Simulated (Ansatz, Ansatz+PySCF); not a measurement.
```xyz
2

Si    0.0000    0.0000   -0.5096
O     0.0000    0.0000    0.8918
```

Basis set: def2-SVP (spherical functions). Correlated methods keep 6 orbitals frozen. Charge 0, multiplicity 1.

Computed with Ansatz (development build ahead of 0.2.0); each method stands on the lowest determinant of its kind that the runs found. Restricted open shells among the atoms or ions are ROHF, correlated in semicanonical orbitals with singles.

Task: Give the atomization energy at this shape (free ground-state atoms in the same class of orbitals less the molecule, no zero-point energy) of singlet SiO by RHF-CCSD(T), RHF-CCSD, RHF-MP2, RHF, UHF.

Result:

```json
{"method": "RHF-CCSD(T)", "atomization energy": "6.74 eV"}
{"method": "RHF-CCSD", "atomization energy": "6.54 eV"}
{"method": "RHF-MP2", "atomization energy": "7.20 eV"}
{"method": "RHF", "atomization energy": "4.30 eV"}
{"method": "UHF", "atomization energy": "4.07 eV"}
```

Caution: the shape is not the minimum.
